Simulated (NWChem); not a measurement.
All runs are NWChem calculations. System: Cl₃GeI, charge 0, spin multiplicity 1, at a geometry optimised with PBE0/def2-SVP with def2 effective core potentials on I. The structure started from a generated list of species. Level: MP2/def2-SVP with def2 effective core potentials on I, 28 core orbitals frozen.

The NWChem input:

```
start mol
memory heap 200 mb stack 800 mb global 1000 mb
geometry units angstroms nocenter noautoz
  Cl     1.317641    -1.152097    -1.731804
  Ge     0.682727    -0.075709     0.000000
  Cl     1.648253     1.829193     0.000000
  Cl     1.317641    -1.152097     1.731804
  I     -1.786176     0.198070     0.000000
  symmetry group Cs
end
basis spherical
  * library def2-svp
end
ecp
  I library def2-ecp
end
scf
  rhf
  nopen 0
  maxiter 100
  thresh 1e-7
  semidirect memsize 60000000 filesize 0
end
mp2
  freeze core 28
end
task mp2 energy
```

Part of the output:

```
             Northwest Computational Chemistry Package (NWChem) 7.3.0
             --------------------------------------------------------

                                NWChem Input Module
                                -------------------

 Scaling coordinates for geometry "geometry" by  1.889725989
 (inverse scale =  0.529177249)

 Turning off AUTOSYM since
 SYMMETRY directive was detected!

                             Geometry "geometry" -> ""
                             -------------------------

 Output coordinates in angstroms (scale by  1.889725989 to convert to a.u.)

  No.       Tag          Charge          X              Y              Z
 ---- ---------------- ---------- -------------- -------------- --------------
    1 Cl                  17.0000     1.31764100    -1.15209700    -1.73180400
    2 Ge                  32.0000     0.68272700    -0.07570900     0.00000000
    3 Cl                  17.0000     1.64825300     1.82919300     0.00000000
    4 Cl                  17.0000     1.31764100    -1.15209700     1.73180400
    5 I                   53.0000    -1.78617600     0.19807000     0.00000000

 Effective nuclear repulsion energy (a.u.)    1274.3563024514

            Nuclear Dipole moment (a.u.)
            ----------------------------
        X                 Y               Z
 ---------------- ---------------- ----------------
     0.0000585815     0.0000094486     0.0000000000

      Symmetry information
      --------------------

 Group name             Cs
 Group number              2
 Group order               2
 No. of unique centers     4

      Symmetry unique atoms

     1    2    3    5


 Summary of "ao basis" -> "" (spherical)
 ------------------------------------------------------------------------------
       Tag                 Description            Shells   Functions and Types
 ---------------- ------------------------------  ------  ---------------------
 *                          def2-svp                  on all atoms

 Summary of "ao basis" -> "ao basis" (spherical)
 ------------------------------------------------------------------------------
       Tag                 Description            Shells   Functions and Types
 ---------------- ------------------------------  ------  ---------------------
 Cl                         def2-svp                 8       18   4s3p1d
 Ge                         def2-svp                12       32   5s4p3d
 I                          def2-svp                10       26   4s4p2d

                                 NWChem SCF Module
                                 -----------------

  ao basis        = "ao basis"
  functions       =   112
  atoms           =     5
  closed shells   =    54
  open shells     =     0
  charge          =   0.00
  wavefunction    = RHF
  use symmetry    = T
  symmetry adapt  = T

 Summary of "ao basis" -> "ao basis" (spherical)
 ------------------------------------------------------------------------------
       Tag                 Description            Shells   Functions and Types
 ---------------- ------------------------------  ------  ---------------------
 Cl                         def2-svp                 8       18   4s3p1d
 Ge                         def2-svp                12       32   5s4p3d
 I                          def2-svp                10       26   4s4p2d

      Symmetry analysis of basis
      --------------------------

        a'         71
        a"         41

 Forming initial guess at       0.1s

      Superposition of Atomic Density Guess
      -------------------------------------

 Sum of atomic energies:       -3800.14116784

      Non-variational initial energy
      ------------------------------

 Total energy =   -3750.582250
 1-e energy   =   -7085.002301
 2-e energy   =    2449.690196
 HOMO         =      -0.353495
 LUMO         =      -0.036636

      Symmetry analysis of molecular orbitals - initial
      -------------------------------------------------

  Numbering of irreducible representations:

     1 a'          2 a"

  Orbital symmetries:

     1 a'          2 a'          3 a"          4 a'          5 a'
     6 a'          7 a"          8 a'          9 a'         10 a"
    11 a'         12 a'         13 a"         14 a'         15 a'
    16 a'         17 a"         18 a"         19 a'         20 a"
    21 a'         22 a'         23 a'         24 a'         25 a"
    26 a"         27 a'         28 a'         29 a'         30 a"
    31 a'         32 a'         33 a"         34 a"         35 a'
    36 a'         37 a"         38 a'         39 a'         40 a"
    41 a'         42 a'         43 a'         44 a"         45 a'
    46 a'         47 a"         48 a'         49 a"         50 a'
    51 a"         52 a'         53 a'         54 a"         55 a'
    56 a'         57 a"         58 a'         59 a'         60 a'
    61 a"         62 a'         63 a'         64 a"

 Starting SCF solution at       2.9s

 ----------------------------------------------
         Quadratically convergent ROHF

 Convergence threshold     :          1.000E-07
 Maximum no. of iterations :          100
 Final Fock-matrix accuracy:          1.000E-09
 ----------------------------------------------

              iter       energy          gnorm     gmax       time
             ----- ------------------- --------- --------- --------
                 1    -3749.9090214647  1.02D+00  2.39D-01      3.0
                 2    -3749.9886078815  2.16D-01  5.01D-02      3.3
                 3    -3749.9933009717  1.85D-02  4.47D-03      3.6
                 4    -3749.9933509781  1.42D-04  4.12D-05      4.1
[...]
    16 a'         17 a"         18 a"         19 a"         20 a'
    21 a'         22 a'         23 a'         24 a'         25 a"
    26 a"         27 a'         28 a'         29 a'         30 a'
    31 a"         32 a"         33 a'         34 a"         35 a'
    36 a'         37 a'         38 a"         39 a'         40 a"
    41 a'         42 a'         43 a'         44 a"         45 a'
    46 a'         47 a"         48 a'         49 a"         50 a'
    51 a"         52 a'         53 a'         54 a"         55 a'
    56 a'         57 a"         58 a'         59 a'         60 a'
    61 a'         62 a"         63 a"         64 a'

             Final eigenvalues
             -----------------

              1
    1 -405.3358
    2 -104.8201
    3 -104.8201
    4 -104.8201
    5  -52.2600
    6  -46.3613
    7  -46.3613
    8  -46.3613
    9  -10.5832
   10  -10.5832
   11  -10.5832
   12   -8.0578
   13   -8.0578
   14   -8.0578
   15   -8.0548
   16   -8.0548
   17   -8.0548
   18   -8.0548
   19   -8.0548
   20   -8.0548
   21   -7.7662
   22   -7.3204
   23   -5.6219
   24   -5.6108
   25   -5.6108
   26   -5.2986
   27   -5.2986
   28   -5.2983
   29   -2.3171
   30   -2.3123
   31   -2.3123
   32   -2.3010
   33   -2.3010
   34   -1.7746
   35   -1.7746
   36   -1.7726
   37   -1.7702
   38   -1.7702
   39   -1.1439
   40   -1.1028
   41   -1.1028
   42   -0.9323
   43   -0.7105
   44   -0.5703
   45   -0.5703
   46   -0.5494
   47   -0.5020
   48   -0.5020
   49   -0.4817
   50   -0.4817
   51   -0.4724
   52   -0.4545
   53   -0.4049
   54   -0.4049
   55    0.0388
   56    0.1403
   57    0.1403
   58    0.1509
   59    0.2510
   60    0.3804
   61    0.4164
   62    0.4164
   63    0.4389
   64    0.4389

                       ROHF Final Molecular Orbital Analysis
                       -------------------------------------

 Vector   52  Occ=2.000000D+00  E=-4.544724D-01  Symmetry=a'
              MO Center= -8.3D-02,  9.2D-03, -1.0D-14, r^2= 5.9D+00
   Bfn.  Coefficient  Atom+Function         Bfn.  Coefficient  Atom+Function
  ----- ------------  ---------------      ----- ------------  ---------------
    97      0.406305  5 I  px               100      0.304480  5 I  px
    61      0.274642  3 Cl px                11      0.267105  1 Cl px
    79      0.267105  4 Cl px                30     -0.198307  2 Ge px
    58      0.194098  3 Cl px                 8      0.189315  1 Cl px
    76      0.189315  4 Cl px                94     -0.163764  5 I  px

 Vector   53  Occ=2.000000D+00  E=-4.049411D-01  Symmetry=a'
              MO Center= -1.6D+00,  2.2D-01,  9.3D-11, r^2= 2.7D+00
   Bfn.  Coefficient  Atom+Function         Bfn.  Coefficient  Atom+Function
  ----- ------------  ---------------      ----- ------------  ---------------
    98      0.592483  5 I  py               101      0.527204  5 I  py
    95     -0.238799  5 I  py                92     -0.195049  5 I  py

 Vector   54  Occ=2.000000D+00  E=-4.049411D-01  Symmetry=a"
              MO Center= -1.6D+00,  1.3D-01, -8.3D-11, r^2= 2.7D+00
   Bfn.  Coefficient  Atom+Function         Bfn.  Coefficient  Atom+Function
  ----- ------------  ---------------      ----- ------------  ---------------
    99      0.596115  5 I  pz               102      0.530435  5 I  pz
    96     -0.240263  5 I  pz                93     -0.196244  5 I  pz

 Vector   55  Occ=0.000000D+00  E= 3.879966D-02  Symmetry=a'
              MO Center= -2.0D-01,  2.2D-02, -1.3D-13, r^2= 5.3D+00
   Bfn.  Coefficient  Atom+Function         Bfn.  Coefficient  Atom+Function
  ----- ------------  ---------------      ----- ------------  ---------------
    22      0.878932  2 Ge s                100     -0.712422  5 I  px
    23      0.634639  2 Ge s                 21     -0.433268  2 Ge s
    90     -0.388596  5 I  s                 33     -0.337919  2 Ge px
    97     -0.271733  5 I  px                62      0.263358  3 Cl py
    13     -0.246208  1 Cl pz                81      0.246208  4 Cl pz

 Vector   56  Occ=0.000000D+00  E= 1.403195D-01  Symmetry=a'
              MO Center=  3.2D-01, -2.1D-01,  7.9D-10, r^2= 4.4D+00
   Bfn.  Coefficient  Atom+Function         Bfn.  Coefficient  Atom+Function
  ----- ------------  ---------------      ----- ------------  ---------------
    34      1.218225  2 Ge py                54     -0.565638  3 Cl s
    31      0.358043  2 Ge py                62      0.358118  3 Cl py
   101     -0.313432  5 I  py                61      0.307114  3 Cl px
    13      0.298292  1 Cl pz                81     -0.298292  4 Cl pz
     4      0.282827  1 Cl s                 72      0.282827  4 Cl s

 Vector   57  Occ=0.000000D+00  E= 1.403207D-01  Symmetry=a"
              MO Center=  3.6D-01,  1.3D-01, -8.0D-10, r^2= 4.4D+00
   Bfn.  Coefficient  Atom+Function         Bfn.  Coefficient  Atom+Function
  ----- ------------  ---------------      ----- ------------  ---------------
    35      1.225700  2 Ge pz                 4      0.489869  1 Cl s
    72     -0.489869  4 Cl s                 32      0.360235  2 Ge pz
    12      0.321837  1 Cl py                80     -0.321837  4 Cl py
   102     -0.315355  5 I  pz                63     -0.299066  3 Cl pz
    13      0.217581  1 Cl pz                81      0.217581  4 Cl pz

 center of mass
 --------------
 x =  -0.16322724 y =   0.01810041 z =   0.00000000

 moments of inertia (a.u.)
 ------------------
        1517.565361421001         175.705682007365           0.000000000000
         175.705682007365        3082.614719889862           0.000000000000
           0.000000000000           0.000000000000        3102.094962947266

  Mulliken analysis of the total density
  --------------------------------------

    Atom       Charge   Shell Charges
 -----------   ------   -------------------------------------------------------
    1 Cl  17    17.28   2.00  1.99  1.21  0.76  5.94  2.08  3.28  0.02
    2 Ge  32    31.00   2.00  2.00  1.99  1.07 -0.11  6.00  5.98  1.14  0.53  8.18  1.79  0.43
    3 Cl  17    17.28   2.00  1.99  1.21  0.76  5.94  2.08  3.28  0.02
    4 Cl  17    17.28   2.00  1.99  1.21  0.76  5.94  2.08  3.28  0.02
    5 I   25    25.15   1.83  0.22  1.22  0.70  2.93  3.12  2.59  2.50  9.82  0.21

       Multipole analysis of the density wrt the origin
       ------------------------------------------------

     L   x y z        total         open         nuclear
     -   - - -        -----         ----         -------
     0   0 0 0      0.000000      0.000000    108.000000

     1   1 0 0     -0.386018      0.000000     94.510788
     1   0 1 0      0.042795      0.000000    -10.480335
     1   0 0 1     -0.000000      0.000000      0.000000

     2   2 0 0    -60.316056      0.000000    713.823349
     2   1 1 0     -0.233178      0.000000    -38.774264
     2   1 0 1     -0.000000      0.000000      0.000000
     2   0 2 0    -62.392656      0.000000    368.442585
     2   0 1 1     -0.000000      0.000000      0.000000
     2   0 0 2    -62.418489      0.000000    364.144760

                   NWChem MP2 Semi-direct Energy/Gradient Module
                   ---------------------------------------------

  Basis functions       =    112
  Molecular orbitals    =    112
  Frozen core           =     28
  Frozen virtuals       =      0
  Active alpha occupied =     26
  Active beta occupied  =     26
  Active alpha virtual  =     58
  Active beta virtual   =     58
  Use MO symmetry       = T
  Use skeleton AO sym   = T

  AO/Fock/Back tols     =   1.0D-09  1.0D-09  1.0D-09

 GA uses MA = F    GA memory limited = T

 Available:
  local mem=  1.15D+08
 global mem=  1.31D+08
 local disk=  0.00D+00
  mp2_memr nvloc                    58
  nvloc new                    58
   1 passes of  26:        3145728                      64043                  29338852.
   1 passes of  26: M    114675137           G      131046912           F     111529409.

 Semi-direct pass number   1 of   1  for RHF alpha+beta  at        5.2s
  vrange nnbf                  5718
  mp2_eaftype                   111  avail_ma_in_mb                   999
 EAF : mp2_eaftype filesize         111   14669426.
  mp2_eaf for mointskh                    111
Node 0 wrote     69.0 Mb in      0.0 s     Agg I/O rate:  1950.4 Mb/s
 Done moints_semi at       16.6s
  mp2_eaftype                   111  avail_ma_in_mb                   888
 EAF : mp2_eaftype filesize         111   14669426.
  mp2_eaf for kh                   111
 Done maket at       17.1s
 Done multipass loop at       17.1s

          -------------------------------------------
          SCF energy               -3749.993350981621
          Correlation energy          -0.731409788448
          Singlet pairs               -0.403103832201
          Triplet pairs               -0.328305956247
          Total MP2 energy         -3750.724760770068
          -------------------------------------------

          ---------------------------------------------------
                    Spin Component Scaled (SCS) MP2
          Same spin pairs                     -0.218870637498
          Same spin scaling factor             0.333333333333
          Opposite spin pairs                 -0.512539150950
          Opposite spin scaling fact.          1.200000000000
          SCS-MP2 correlation energy          -0.688003860306
          Total SCS-MP2 energy             -3750.681354841926
          ---------------------------------------------------

 -----------------------
 Performance information
 -----------------------

 Timer overhead =  2.38D-07 seconds/call

               Nr. of calls         CPU time (s)                 Wall time (s)                GFlops
             ---------------    -------------------     ------------------------------   -------------------
Name         Min   Avg   Max    Min     Avg     Max     Min     Avg     Max   Mx/calls   Min     Max     Sum
mp2: moin     1     1     1    11.     11.     11.      11.     11.     11.     11.      0.0     0.0     0.0
mp2: make     1     1     1   0.46    0.46    0.46     0.46    0.46    0.46    0.46      0.0     0.0     0.0
mp2: tota     1     1     1    12.     12.     12.      12.     12.     12.     12.      0.0     0.0     0.0

 The average no. of pstat calls per process was 3.00D+00
 with a timing overhead of 7.14D-07s

 Task  times  cpu:       17.1s     wall:       17.1s

 Total times  cpu:       17.1s     wall:       17.1s
```
